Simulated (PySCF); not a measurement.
# O⁺: excitation energy

O⁺ [He] 2s2 2p3 (4S) → O⁺ [He] 2s1 2p3 3s1 (6S), as a difference of total energies. All numbers are calculated (PySCF 2.14, scalar relativity by spin-free X2C-1e, in aug-cc-pCVTZ-DK with one added diffuse shell each of s, p, d, f type (8s7p5d3f, 75 functions)). Correlated levels: valence: 1s2 frozen. The calculations carry no spin-orbit coupling.

```csv
method,excitation energy (cm⁻¹)
UHF,227210
MP2 (valence),241970
SCS-MP2 (valence),245710
CCSD (valence),243900
CCSD(T) (valence),244240
```

The promoted electron is Rydberg-like, and one or two diffuse shells describe it only roughly, which tends to raise the upper state.
